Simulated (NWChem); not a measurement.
# C₄H₅F; SMILES CC(F)=C=C

Computed with NWChem. Pople sets run with spherical d functions. STO-3G and 3-21G are far too small for this property and stand as cheap habits. Geometry: optimised at PBE0/def2-SVP. Field at 589 nm.

Question: Order these runs by computing time, cheapest first, and give rough ratios: B3LYP/6-31G*; B3LYP/def2-SVPD; B3LYP/STO-3G.

Answer: B3LYP/STO-3G (1), B3LYP/6-31G* (5), B3LYP/def2-SVPD (20). Ratios are rough, from one shared machine; the cheapest took about 12 core-seconds (a rough figure). What differs between the cheapest and the dearest: isotropic polarisability (bohr³) 26.4 → 56.4; anisotropy (bohr³) 36.8 → 45.8.
